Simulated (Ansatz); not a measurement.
`F[CH2][InH2]` + `C=N` → `C=[N][InH2]` + `CF` at 700 K and 1 bar (ligand exchange at the In–C bond).

Gas-phase electronic energies from Ansatz, PBE0-D4/def2-TZVP geometries. CBS: MP2 limit from def2 TZ/QZ plus the TZ coupled-cluster correction, frozen cores. This one scheme is used for every species. Elements past krypton have def2 core potentials. For In outer-core shells are correlated without core-valence functions, which leaves a few kJ/mol of doubt a bond.

| species | CCSD(T)/CBS energy (Eh) | H − E (kJ/mol) | S (J/(mol·K)) |
| --- | --- | --- | --- |
| `F[CH2][InH2]` | -330.00580 | 161.4 | 396.1 |
| `C=N` | -94.52360 | 135.6 | 268.6 |
| `C=[N][InH2]` | -284.90922 | 162.3 | 392.3 |
| `CF` | -139.63461 | 133.6 | 263.9 |

H − E and S are ideal-gas, rigid-rotor, harmonic terms from PBE0-D4/def2-TZVP. 1 Eh = 2625.50 kJ/mol, R = 8.31446 J/(mol·K).

Problem. By hand: ΔE, ΔH, ΔS and ΔG.

Solution. ΔE = (-284.90922) + (-139.63461) − (-330.00580) − (-94.52360) = -0.01443 Eh = -37.9 kJ/mol. Δ(H − E) = 162.3 + 133.6 − 161.4 − 135.6 = -1.1, so ΔH = -39.0 kJ/mol. ΔS = 392.3 + 263.9 − 396.1 − 268.6 = -8.5 J/(mol·K). ΔG = -39.0 − 700 × (-8.5)/1000 = -33.0 kJ/mol.

Problem. By hand: the equilibrium constant, and the temperature at which ΔG would vanish if ΔH and ΔS stayed fixed.

Solution. log₁₀ K = −ΔG/(RT ln 10) = 2.5. ΔG = 0 at ΔH/ΔS = 4588 K, far beyond where these terms or the molecules hold.

The number of gas molecules stays the same, so ΔS is small and ΔH decides. A doubt of 5 kJ/mol in ΔE shifts log₁₀ K by 0.4 here. These are equilibria of isolated gas molecules and say nothing of rates. Largest T1 diagnostic: 0.015 (customary marks: 0.02 for closed shells, 0.045 for open ones).
